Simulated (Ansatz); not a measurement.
Stepwise reaction of `[F][Ge][F]` with hydrogen sulfide, as a gas-phase model of exchange steps in deposition or etching. ΔE in kJ/mol.

Program: Ansatz. Geometries: PBE0-D4/def2-TZVP. ΔE: electronic, gas phase. CCSD(T)/CBS adds triple-zeta CCSD(T) − MP2 to the extrapolated MP2 energy (def2 sets, frozen cores). This one scheme is used for every species. Functionals use def2-TZVPP. B3LYP here is the variant with VWN-RPA as its local correlation; programs differ in this. For Ge outer-core shells are correlated without core-valence functions, which leaves a few kJ/mol of doubt a bond. Scalar relativity is left out up to krypton. One conformer a species, not always the lowest.

```tsv
step	reaction	PBE-D4	B3LYP-D4	ωB97M-V	CCSD(T)/CBS
1	`[F][Ge][F]` + H₂S → `[F][Ge][SH]` + H–F	20.4	28.9	34.6	23.5
2	`[F][Ge][SH]` + H₂S → `[SH][Ge][SH]` + H–F	7.1	15.5	19.6	6.8
```

(1) By hand: ΔE of the 2 steps together at CCSD(T)/CBS.

Results:

(1) (23.5) + (6.8) = 30.3 kJ/mol, or 15.2 kJ/mol a step.

In ΔE each step is lower than the one before. All are uphill at CCSD(T)/CBS. PBE-D4 differs from CCSD(T)/CBS by -3.1 to 0.3 kJ/mol a step. Isolated molecules leave out the surface, adducts and barriers. Largest T1 diagnostic: 0.015.
